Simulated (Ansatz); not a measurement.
Wavefunction ladder for CH$_{5}$GaN$_{2}$ (`N=[C](N)[GaH2]`)

Cartesian coordinates in Å:
```
N -1.516 -0.576 0.485
C -0.347 -0.357 0.013
N 0.246 -1.308 -0.767
Ga 0.678 1.304 0.420
H -1.819 0.183 1.087
H 1.029 -1.066 -1.345
H -0.329 -2.081 -1.070
H 0.003 2.278 1.447
H 2.054 1.624 -0.271
```

The species carries charge 0 and has multiplicity 1. Correlated methods include outer-core shells of Ga, which these sets cover unevenly. Scalar relativity is left out up to krypton. The structure was optimised at the PBE0-D4/def2-TZVP level. It is one conformer, not always the lowest. Frozen core, restricted reference, Ansatz 0.2.0.

```json
{"basis": "def2-SVP", "HF (Eh)": "-2072.52816", "MP2 corr.": "-0.68054"}
{"basis": "def2-TZVPP", "HF (Eh)": "-2072.95400", "MP2 corr.": "-0.80636"}
{"basis": "def2-QZVPP", "HF (Eh)": "-2073.00187", "MP2 corr.": "-1.09371"}
```

Problem. Estimate the CCSD correlation energy and the (T) correction in each basis where they were run (hartree).

Solution. 
```csv
basis,CCSD corr.,(T)
def2-SVP,-0.70233,-0.02450
def2-TZVPP,-0.82384,-0.03654
```
